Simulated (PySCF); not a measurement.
# A search over the determinants of CaBr

Unrestricted PBE0; PySCF, no relativity, basis sets Ca pcseg-1, Br pcseg-1. Outer shells of the fragments: Ca 4s2; Br 3d10 4s2 4p5.

Followed along the bond (rough minima from three points):

| 2Ms+1 | unpaired | ⟨S²⟩ at the start | R at minimum (Å) | Te (eV) |
| --- | --- | --- | --- | --- |
| 2 | σ ↑ | 0.75 | 2.60 | 0.00 |
| 4 | σ ↑, π ↑↑ | 3.75 | none in the scan | ≤ 5.74 |

Solutions found at the starting distance of 2.705 Å, counted from the lowest of them; the search is not exhaustive and high or unbound solutions are not listed, so other states can lie among these:

```csv
2Ms+1,unpaired,term,E (eV),⟨S²⟩,⟨Lz²⟩,μ (D)
2,σ ↑,²Σ⁺,0.00,0.75,0.00,-4.81
2,π ↑,²Π,1.84,0.75,1.00,-6.09
2,δ ↑,²Δ,2.21,0.75,4.00,-9.07
4,"σ ↑, π ↑↑",mixed,5.93,3.75,2.01,1.13
4,"σ ↑, π ↑↑",mixed,6.10,3.75,2.01,2.20
4,"σ ↑↑, π ↑",mixed,6.20,3.75,1.82,4.77
4,"σ ↑, π ↑, δ ↑",mixed,6.41,3.75,5.00,2.63
```

A term symbol is given only where ⟨S²⟩ and ⟨Lz²⟩ are close to those of a pure state; real π, δ and φ orbitals otherwise mix terms. A positive dipole means Ca(−)Br(+).

Spin–orbit coupling is left out. Counting both spins, an empty level lies below a filled one in some of these solutions, because spin and occupation are held.
